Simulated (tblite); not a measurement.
**Question.** Give a GFN2-xTB geometry of `C[P@H](=O)CCC#N`.

**Answer.** 
```xyz
15
C4H8NOP angstrom
C      2.349    0.286   -0.080
P      0.717    0.044    0.698
O      0.692   -0.958    1.765
C     -0.460   -0.334   -0.664
C     -1.830   -0.572   -0.028
C     -2.301    0.646    0.581
N     -2.659    1.630    1.038
H      2.321    1.045   -0.855
H      3.048    0.578    0.702
H      2.674   -0.667   -0.496
H      0.348    1.322    1.109
H     -0.493    0.474   -1.394
H     -0.110   -1.247   -1.155
H     -2.565   -0.908   -0.766
H     -1.735   -1.333    0.754
```

Any rigid rotation of these coordinates is as good. Atoms count from 1 in this order. The 2 C–C bonds span 1.441 Å (C5–C6, drawn single) to 1.530 Å (C4–C5, drawn single), a spread of 0.089 Å. Of the pairs four or more bonds apart, C6···H11 is among the closest relative to their van der Waals radii: 2.78 Å, 96 % of the sum of Bondi's values. P2 (phosphoryl phosphorus) is distorted tetrahedral (angles from 103.8° to 114.7°).

Bonds between heavy atoms (Å): C1–P2 1.823, P2=O3 1.464, P2–C4 1.839, C4–C5 1.530, C5–C6 1.441, C6≡N7 1.143.

The geometry is computed with GFN2-xTB (gas phase).

Point group: C1 (no symmetry element, even within 0.4 Å). Its GFN2-xTB frequencies are all real (lowest 41 cm⁻¹). The numbers are those of one conformer (C1–P2–C4–C5 179°, P2–C4–C5–C6 65°). 3 starts were optimised and ended at 0.00, 0.67 and 1.10 kcal/mol (GFN2-xTB); the lowest of these is shown.
